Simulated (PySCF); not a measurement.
**Mayer bond orders and bond lengths**

Species: C₅H₁₂O₂Si₂.
SMILES with atom numbers: `[CH2:1]=[CH:2][C@@:3]([CH:4]=[O:5])([CH2:6][SiH3:7])[O:8][SiH3:9]` (hydrogens: H10, H11 on C1; H12 on C2; H13 on C4; H14, H15 on C6; H16, H17, H18 on Si7; H19, H20, H21 on Si9)

Structure used (GFN2-xTB), in Å, numbered top down from 1:
```xyz
21
C5H12O2Si2 angstrom
C     -1.7348    1.9808   -0.6533
C     -1.7183    0.7957   -0.0755
C     -0.4625   -0.0412    0.1048
C     -0.3581   -0.2085    1.5985
O      0.4838    0.3187    2.2679
C     -0.6461   -1.4009   -0.5830
Si     1.0220   -2.3238   -0.6668
O      0.6596    0.5802   -0.4095
Si     1.7948    1.4957    0.3255
H     -2.6495    2.5319   -0.7886
H     -0.8295    2.4331   -1.0205
H     -2.6215    0.3246    0.2880
H     -1.1526   -0.8313    2.0459
H     -1.4056   -1.9786   -0.0552
H     -1.0220   -1.2197   -1.5911
H      1.5647   -2.4114    0.6911
H      0.7098   -3.6723   -1.1536
H      1.9476   -1.6716   -1.5833
H      1.2413    2.6048    1.0997
H      2.7761    0.7176    1.0756
H      2.3919    1.9932   -0.9171
```

Bond orders from the PBE0/pcSseg-1 density (PySCF). One conformer (not necessarily the lowest) at the GFN2-xTB geometry, without solvent, vibrations or thermal averaging.

(1) How far do the computed orders between heavy atoms stray from the drawn ones?

(2) Give the Mayer order of every bond, beside its length.

Answers

(1) The largest departure is 0.145, at O8–Si9 (drawn single, 0.855). Drawn single, order below 0.88: C6–Si7 (0.879) and O8–Si9 (0.855).

(2) 
```json
{"bond": "C1–C2", "drawn as": "double", "length (Å)": "1.319", "Mayer order": "1.996"}
{"bond": "C2–C3", "drawn as": "single", "length (Å)": "1.520", "Mayer order": "0.953"}
{"bond": "C3–C4", "drawn as": "single", "length (Å)": "1.507", "Mayer order": "0.934"}
{"bond": "C4–O5", "drawn as": "double", "length (Å)": "1.198", "Mayer order": "1.946"}
{"bond": "C3–C6", "drawn as": "single", "length (Å)": "1.535", "Mayer order": "0.974"}
{"bond": "C6–Si7", "drawn as": "single", "length (Å)": "1.908", "Mayer order": "0.879"}
{"bond": "C3–O8", "drawn as": "single", "length (Å)": "1.382", "Mayer order": "0.896"}
{"bond": "O8–Si9", "drawn as": "single", "length (Å)": "1.633", "Mayer order": "0.855"}
{"bond": "C1–H10", "drawn as": "single", "length (Å)": "1.076", "Mayer order": "0.947"}
{"bond": "C1–H11", "drawn as": "single", "length (Å)": "1.077", "Mayer order": "0.935"}
{"bond": "C2–H12", "drawn as": "single", "length (Å)": "1.082", "Mayer order": "0.947"}
{"bond": "C4–H13", "drawn as": "single", "length (Å)": "1.104", "Mayer order": "0.924"}
{"bond": "C6–H14", "drawn as": "single", "length (Å)": "1.090", "Mayer order": "0.937"}
{"bond": "C6–H15", "drawn as": "single", "length (Å)": "1.091", "Mayer order": "0.940"}
{"bond": "Si7–H16", "drawn as": "single", "length (Å)": "1.465", "Mayer order": "0.946"}
{"bond": "Si7–H17", "drawn as": "single", "length (Å)": "1.467", "Mayer order": "0.944"}
{"bond": "Si7–H18", "drawn as": "single", "length (Å)": "1.457", "Mayer order": "0.957"}
{"bond": "Si9–H19", "drawn as": "single", "length (Å)": "1.461", "Mayer order": "0.933"}
{"bond": "Si9–H20", "drawn as": "single", "length (Å)": "1.460", "Mayer order": "0.932"}
{"bond": "Si9–H21", "drawn as": "single", "length (Å)": "1.466", "Mayer order": "0.923"}
```

By pair of heavy elements: C–C: lowest C3–C4 (0.934, 1.507 Å), highest C1–C2 (1.996, 1.319 Å); in 2 of the 6 pairs the longer bond (by over 0.003 Å) has the higher order (by 0.02 or more). C–O: lowest C3–O8 (0.896, 1.382 Å), highest C4–O5 (1.946, 1.198 Å).

Sum the orders of all bonds at each heavy atom with more than one neighbour and set the sums beside the valence in the SMILES.

C1 3.878 (drawn 4), C2 3.896 (drawn 4), C3 3.757 (drawn 4), C4 3.804 (drawn 4), C6 3.730 (drawn 4), Si7 3.726 (drawn 4), O8 1.751 (drawn 2), Si9 3.643 (drawn 4). Orders between atoms that aren't bonded are not in these sums.

Mayer orders depend on the basis set.

The run behind these numbers computed NMR shieldings as well. On one thread of an Arm Neoverse N1, no GPU, shared host with 64 logical CPUs at a one-minute load of 61, this took 95 s wall and 1.1 GiB of memory at its peak.
